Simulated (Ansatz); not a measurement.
Species: sum formula BNH, net charge 0, doublet state. 
Geometry from a B3LYP-D3(BJ)/def2-TZVP (Ansatz, a quantum-chemistry and plane-wave program) optimisation:
SMILES: B=[N]
```xyz
3

B      0.0000     0.0000    -0.6130
N      0.0000     0.0000     0.6925
H      0.0000     0.0000    -1.7820
```
Charge 0, spin multiplicity 2.

PBE beside other levels, property by property. Valence correlation only, unless marked. UHF or UKS for open shells. No spin-orbit coupling. Non-relativistic. Basis-set limits of correlation are two-point, X^-3; Hartree-Fock from the larger set. Atomisation energies are electronic, to ground-state atoms; the column to compare with has the core term from cc-pwCVTZ added, other frozen-core levels have none. Vertical energies are electronic, to the SCF solution reached for that spin. The coupled-cluster column (Ansatz) is a level with limits of its own: CCSD(T)/CBS(aug-cc-pVTZ,aug-cc-pVQZ).

| property | PBE/def2-TZVPD (Ansatz) | wB97X-V/def2-TZVPD (Ansatz) | CCSD(T)/aug-cc-pVDZ (Ansatz) | CCSD(T)/aug-cc-pVTZ (Ansatz) | coupled cluster |
|---|---|---|---|---|---|
| atomisation energy (kcal/mol) | 230.6 | 220.4 | 193.0 | 207.7 | 216.6 |
| vertical ionisation energy to the triplet (eV) | 11.55 | 11.32 | 11.18 | 11.35 | 11.44 |

As the rows show:
- atomisation energy: PBE lies 14.0 kcal/mol above coupled cluster.
- vertical ionisation energy to the triplet: PBE lies 0.11 eV above coupled cluster.
